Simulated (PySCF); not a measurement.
PW91 on C⁻ (carbon, charge -1), [He] 2s2 2p3, high-spin 4S determinant. Computed with PySCF 2.14 in dyall-acv3z (15s9p4d2f, 76 functions), with the non-relativistic Hamiltonian (point nucleus).

```
cycle= 1 E= -37.8796901975434  delta_E= 0.00301  |g|= 0.0982  |ddm|= 0.429
cycle= 2 E= -37.8434047483831  delta_E= 0.0363  |g|= 0.236  |ddm|= 0.457
cycle= 3 E= -37.889868229149  delta_E= -0.0465  |g|= 0.0455  |ddm|= 0.189
cycle= 4 E= -37.8921501711879  delta_E= -0.00228  |g|= 0.00172  |ddm|= 0.0638
cycle= 5 E= -37.8921543032796  delta_E= -4.13e-06  |g|= 0.000122  |ddm|= 0.00527
cycle= 6 E= -37.8921542968636  delta_E= 6.42e-09  |g|= 0.000114  |ddm|= 0.000302
cycle= 7 E= -37.8921543108406  delta_E= -1.4e-08  |g|= 1.67e-06  |ddm|= 0.000172
cycle= 8 E= -37.8921543108432  delta_E= -2.64e-12  |g|= 2.41e-07  |ddm|= 6.89e-06
converged SCF energy = -37.8921543108432  <S^2> = 3.753026  2S+1 = 4.0015127
```

Highest occupied orbital energy: 1.754 eV; ⟨L²⟩ = 0.00; populations by l: s 4.00, p 3.00, d 0.00, f 0.00.

Task: Can this result be used?

Result: With care. The calculation finished and met its thresholds. At PW91 the highest occupied level has a positive energy, so only the finite basis holds that electron; in a semilocal or global hybrid functional this comes from self-interaction and does not mean that the real anion is unbound.
